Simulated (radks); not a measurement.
Spherical jellium clusters: N electrons in a uniform positive sphere of charge N and radius rs N^(1/3), rs = 2.15 bohr. Method: non-relativistic Kohn-Sham, LDA (Slater exchange, Perdew-Wang correlation), spin-polarised, spherical densities; computed with a radial shooting solver with Libxc functionals. Levels are named by radial order and angular momentum (1s, 1p, 1d, 2s, ...), and open shells are averaged over m. Each electron was tried in the lowest free levels, single moves between levels near the top were tried too, and the lowest total energy was kept; such a search can miss a lower state. Energies include the self-energy of the background; IP and EA are vertical (highest electron removed, lowest free level filled), at fixed background; spill-out counts the electrons outside the background radius R, and alpha is the static dipole polarisability from linear response (closed shells only). A dash means not computed or, for alpha, an open shell; in EA it means that no bound solution was reached, which is typical of self-interaction and does not show that the anion is unstable. Real open-shell clusters deform, which this model forbids.

| N | open shells | 2S | E/N (eV) | E(N+1) + E(N-1) - 2E(N) (eV) | IP (eV) | EA (eV) | spill-out (e) | alpha/R^3 |
|---|---|---|---|---|---|---|---|---|
| 1 | 1s(up 1, down 0) | 1 | 0.116 | - | - | - | 0.61 | - |
| 2 | none | 0 | -0.774 | 2.795 | 8.268 | - | 0.86 | 2.470 |
| 3 | 1p(up 1, down 0) | 1 | -0.139 | -1.036 | 4.771 | - | 1.30 | - |
| 4 | 1p(up 2, down 0) | 2 | -0.081 | -1.044 | 6.043 | - | 1.61 | - |
| 5 | 1p(up 3, down 0) | 3 | -0.255 | 0.323 | 6.863 | - | 1.82 | - |
| 6 | 1p(up 3, down 1) | 2 | -0.317 | -0.879 | 6.259 | - | 2.02 | - |
| 7 | 1p(up 3, down 2) | 1 | -0.487 | -0.687 | 6.978 | 2.305 | 2.18 | - |
| 8 | none | 0 | -0.700 | 3.351 | 7.482 | - | 2.32 | 1.962 |
| 9 | 2s(up 1, down 0) | 1 | -0.494 | -0.474 | 3.959 | - | 2.76 | - |
| 10 | 1d(up 2, down 0) | 2 | -0.376 | -0.531 | 4.579 | - | 2.84 | - |
| 11 | 1d(up 3, down 0) | 3 | -0.328 | -0.481 | 5.093 | - | 3.04 | - |
| 12 | 1d(up 4, down 0) | 4 | -0.328 | -0.440 | 5.518 | - | 3.21 | - |
| 13 | 1d(up 5, down 0) | 5 | -0.362 | 0.239 | 5.877 | - | 3.35 | - |
| 14 | 1d(up 5, down 0) 2s(up 1, down 0) | 6 | -0.374 | 0.074 | 5.545 | - | 3.66 | - |
| 15 | 1d(up 5, down 1) 2s(up 1, down 0) | 5 | -0.379 | -0.529 | 5.611 | 1.825 | 3.79 | - |
| 16 | 1d(up 5, down 3) | 2 | -0.417 | -0.438 | 5.971 | 2.132 | 3.77 | - |
| 17 | 1d(up 5, down 4) | 1 | -0.477 | -0.318 | 6.256 | 2.421 | 3.88 | - |
| 18 | none | 0 | -0.547 | 0.202 | 6.502 | 2.338 | 3.99 | 1.735 |
| 19 | 2s(up 1, down 0) | 1 | -0.599 | 0.210 | 6.230 | 2.278 | 4.22 | - |
| 20 | none | 0 | -0.636 | 2.260 | 6.064 | - | 4.47 | 1.797 |
| 21 | 1f(up 1, down 0) | 1 | -0.561 | -0.303 | 3.878 | - | 4.64 | - |
| 22 | 1f(up 2, down 0) | 2 | -0.507 | -0.290 | 4.186 | - | 4.80 | - |
| 23 | 1f(up 3, down 0) | 3 | -0.470 | -0.276 | 4.461 | - | 4.93 | - |
| 24 | 1f(up 4, down 0) | 4 | -0.448 | -0.261 | 4.708 | - | 5.06 | - |
| 25 | 1f(up 5, down 0) | 5 | -0.438 | -0.246 | 4.932 | - | 5.17 | - |
| 26 | 1f(up 6, down 0) | 6 | -0.439 | -0.232 | 5.136 | 1.728 | 5.28 | - |
| 27 | 1f(up 7, down 0) | 7 | -0.448 | 0.524 | 5.322 | - | 5.38 | - |
| 28 | 1f(up 7, down 1) | 6 | -0.437 | -0.245 | 4.751 | - | 5.49 | - |
| 29 | 1f(up 7, down 2) | 5 | -0.436 | -0.229 | 4.968 | 1.677 | 5.60 | - |
| 30 | 1f(up 7, down 3) | 4 | -0.442 | -0.214 | 5.166 | 1.881 | 5.69 | - |
| 31 | 1f(up 7, down 4) | 3 | -0.455 | -0.202 | 5.347 | 2.071 | 5.79 | - |
| 32 | 1f(up 7, down 5) | 2 | -0.473 | -0.189 | 5.513 | 2.247 | 5.88 | - |
| 33 | 1f(up 7, down 6) | 1 | -0.496 | -0.178 | 5.667 | 2.411 | 5.96 | - |
| 34 | none | 0 | -0.523 | 0.543 | 5.809 | 1.983 | 6.04 | 1.568 |
| 35 | 2p(up 1, down 0) | 1 | -0.533 | -0.094 | 5.230 | 2.176 | 6.27 | - |
| 36 | 2p(up 2, down 0) | 2 | -0.545 | -0.084 | 5.391 | 2.348 | 6.49 | - |
| 37 | 2p(up 3, down 0) | 3 | -0.559 | 0.305 | 5.533 | 2.151 | 6.71 | - |
| 38 | 2p(up 3, down 1) | 2 | -0.563 | -0.089 | 5.278 | 2.337 | 6.95 | - |
| 39 | 2p(up 3, down 2) | 1 | -0.570 | - | 5.437 | 2.503 | 7.18 | - |

All shells are closed at N = 2, 8, 18, 20, 34 (there: 1s2 1p6 1d10 2s2 1f14); the second difference of the energy has clear peaks (12 % above both neighbours; the first and last values, which can be the largest, are not judged, and half-filled shells can peak too) at N = 5, 8, 13, 20, 27, 34, 37.
